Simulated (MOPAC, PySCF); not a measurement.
C$_{5}$H$_{6}$, SMILES `C=C=CC=C`, neutral singlet in the gas phase. 

Cartesian coordinates (Å):
SMILES: C(C=C=C)=C
```xyz
11

C      2.5471    -0.1926     0.0391
C      1.3217     0.1030     0.3479
C      0.0845     0.3992     0.6555
C     -1.0772    -0.2515     0.0743
C     -2.3335     0.0563     0.3910
H      3.0982    -0.9547     0.5823
H      3.0625     0.3133    -0.7722
H     -0.0940     1.1811     1.3916
H     -0.8774    -1.0290    -0.6573
H     -3.1715    -0.4538    -0.0670
H     -2.5604     0.8287     1.1185
```
Charge 0, multiplicity 1.

All levels are single points at this geometry (PBE0-D3(BJ)/def2-TZVP); Pople sets use spherical d functions. Orbital energies aren't observables, and empty levels follow the basis.

```csv
level,HOMO (eV),LUMO (eV),gap (eV),dipole (D),"vertical IE, Delta-SCF (eV)"
PBE-D3(BJ)/def2-TZVP in PySCF,-5.69,-1.63,4.07,0.26,8.58
ωB97X-D3(BJ)/def2-TZVP in PySCF,-8.92,1.41,10.33,0.24,8.73
B3LYP/3-21G in PySCF,-6.22,-0.44,5.78,0.21,–
B3LYP/6-311+G** in PySCF,-6.51,-0.95,5.56,0.25,–
BP86/6-31G* in PySCF,-5.44,-1.32,4.12,0.21,–
M06-2X/6-31G* in PySCF,-7.53,0.57,8.10,0.21,–
PBE/6-31G* in PySCF,-5.35,-1.22,4.12,0.22,8.35
SVWN5/6-31G* in PySCF,-5.48,-1.39,4.09,0.26,8.56
HF/3-21G in PySCF,-8.67,3.49,12.16,0.22,–
HF/6-31G* in PySCF,-8.61,3.57,12.18,0.19,–
AM1 in MOPAC,-9.19,0.34,9.53,0.14,–
PM6 in MOPAC,-9.36,0.27,9.63,0.39,–
PM7 in MOPAC,-9.40,0.13,9.53,0.33,–
```
